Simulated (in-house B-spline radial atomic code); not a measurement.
Al⁺. Computed with a B-spline radial atomic code. Model: non-relativistic spherical atom: semilocal Troullier-Martins pseudo-atom, one channel per l, against all electrons, high spin, G0W0 and RPA with empty states to l = 8, local potential for every l without a channel, a model core (radius 0 = none) keeps its share of the functional.

What the tables leave out is listed at the end.

The pseudopotential gives back the lowest level of each angular momentum of its own functional in the configuration it was made in; a second state of the same l is only approximately right. Exact exchange, RPA and GW see the smooth pseudo-orbitals and miss the exchange with the core, for which the functional's share stands in. The column with an uncorrelated core keeps all orbitals and exact exchange, and so separates missing core correlation from pseudisation. Only the three outermost levels and the lowest empty one were computed. RPA here is direct RPA, with no exchange kernel, and its energies carry an (l + 1/2)⁻⁴ tail. A hybrid on a potential with a model core restores only its own semilocal share of the core's exchange.

Command:
```bash
python run_psgw.py task.json out
```
Settings (lengths in bohr, energies in hartree):
```
Z                      13
electrons              12
configuration          [Ne] 3s2
generated_in           [Ne] 3s2 3p1
functional             lda,vwn
core_shells            2
radius_factor          0.8
core_correction        False
ion_configuration      [Ne] 3s1
```

Cost of the run: 40 s on 1 thread of Arm Neoverse N1 (shared host).

Given: made with LDA VWN5; model core radius 0 bohr; local radius 0.686 bohr; mean-field start LDA VWN5.

Valence shells of the generating configuration: 2p, 3s, 3p.

Channel: s 1.641, p 0.517 (radii in bohr).

Computed: largest level miss in the spin-unpolarised generating configuration 0.004 eV; valence RPA correlation energy all-electron orbitals -0.44177 hartree; valence RPA correlation energy pseudo -0.56147 hartree; pseudo-atom RPA polarisability 18.172 bohr³; ionisation by mean-field pseudo minus all -0.036 eV; ionisation by RPA all-electron 19.24 eV; ionisation by RPA pseudo minus all 0.269 eV.

```tsv
level	occupied	mean-field all-electron (eV)	mean-field pseudo minus all (eV)	G0W0 all-electron (eV)	G0W0 uncorrelated core minus all (eV)	G0W0 pseudo minus all (eV)	exchange self-energy all-electron (eV)	exchange self-energy pseudo (eV)
3s	1	-14.89	0.011	-18.997	-0.038	-0.278	-12.341	-11.58
3p (empty)	0	-9.1614	0.009	-6.2863	0.012	0.064	-3.2719	-2.885
```

**Question.** What is the all-electron RPA polarisability, core included?

**Answer.** 18.128 bohr³.

**Question.** What is the ionisation by mean-field all-electron?

**Answer.** 18.893 eV.

Given: mean-field start PBE0.

Computed: valence RPA correlation energy all-electron orbitals -0.41599 hartree; valence RPA correlation energy pseudo -0.53697 hartree; all-electron RPA polarisability, core included 16.237 bohr³; ionisation by mean-field all-electron 18.654 eV; ionisation by mean-field pseudo minus all 0.046 eV; ionisation by RPA pseudo minus all 0.253 eV.

| level | occupied | mean-field all-electron (eV) | mean-field pseudo minus all (eV) | G0W0 all-electron (eV) | G0W0 uncorrelated core minus all (eV) | G0W0 pseudo minus all (eV) | exchange self-energy all-electron (eV) | exchange self-energy pseudo (eV) |
| --- | --- | --- | --- | --- | --- | --- | --- | --- |
| 3s | 1 | -15.739 | -0.059 | -18.979 | -0.032 | -0.282 | -12.111 | -11.568 |
| 3p (empty) | 0 | -8.2233 | 0.026 | -6.2337 | 0.011 | 0.1 | -2.999 | -2.6854 |

**Question.** What is the ionisation by RPA all-electron?

**Answer.** 19.048 eV.

**Question.** What is the pseudo-atom RPA polarisability?

**Answer.** 15.996 bohr³.

Given: mean-field start Hartree-Fock.

Computed: valence RPA correlation energy all-electron orbitals -0.36331 hartree; valence RPA correlation energy pseudo -0.48132 hartree; pseudo-atom RPA polarisability 11.651 bohr³; ionisation by mean-field all-electron 17.52 eV; ionisation by mean-field pseudo minus all 0.409 eV; ionisation by RPA all-electron 18.669 eV.

```csv
level,occupied,mean-field all-electron (eV),mean-field pseudo minus all (eV),G0W0 all-electron (eV),G0W0 uncorrelated core minus all (eV),G0W0 pseudo minus all (eV),exchange self-energy all-electron (eV),exchange self-energy pseudo (eV)
3s,1,-17.75,-0.437,-18.867,-0.023,-0.251,-11.719,-11.826
2p,1,-95.857,4.764,-93.212,-0.629,3.354,-60.261,-49.467
3p (empty),0,-5.3089,0.21,-6.0776,0.007,0.228,-2.2475,-1.9743
```

**Question.** What is the ionisation by RPA pseudo minus all?

**Answer.** 0.272 eV.

**Question.** What is the all-electron RPA polarisability, core included?

**Answer.** 12.759 bohr³.

Among the listed levels the largest G0W0 shift of the pseudo-atom is +3.35 eV, for 2p on the Hartree-Fock start, while leaving the core uncorrelated moves that level by -0.63 eV. So pseudisation and the lost core exchange, not the missing core correlation, make the error. Not in the tables (levels of low weight, unsolved or above zero; the highest and the empty levels are kept at any weight): on LDA the G0W0 levels 2p (pseudo minus all +1.26 eV, weights 0.56 and 0.35); on PBE0 the G0W0 levels 2p (pseudo minus all +2.61 eV, weights 0.79 and 0.70).
